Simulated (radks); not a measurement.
Coulomb parameter of the 4f shell of the thulium ion Tm2+ in the model configuration [Xe] 4f12 6p1, as a second difference U = [E(n + 1) + E(n - 1) - 2 E(n)] / (1)^2 with all orbitals relaxed. "Bare": the charge of the atom changes with n. "Screened": the 6p shell takes up the change at fixed total charge, which measures U(4f,4f) + U(6p,6p) - 2 U(4f,6p). All-electron calculation, scalar-relativistic Kohn-Sham, r2SCAN, spin-unpolarised, spherical densities, finite nucleus; meta-GGA in the generalised Kohn-Sham scheme; Fermi nuclear charge, rms radius 5.2256 fm. Program: a radial shooting solver on a logarithmic mesh with Libxc functionals.

\begin{tabular}{lrr}
case & configuration & E - E(n) (eV) \\ \hline
start & [Xe] 4f12 6p1 & 0.000 \\
bare +1 & [Xe] 4f13 6p1 & -19.328 \\
bare -1 & [Xe] 4f11 6p1 & 37.865 \\
screened +1 & [Xe] 4f13 & -11.299 \\
screened -1 & [Xe] 4f11 6p2 & 20.367 \\
\end{tabular}

U(bare) = 18.537 eV, U(screened by 6p) = 9.067 eV, against the Slater integral F0(4f,4f) = 33.975 eV with frozen orbitals.
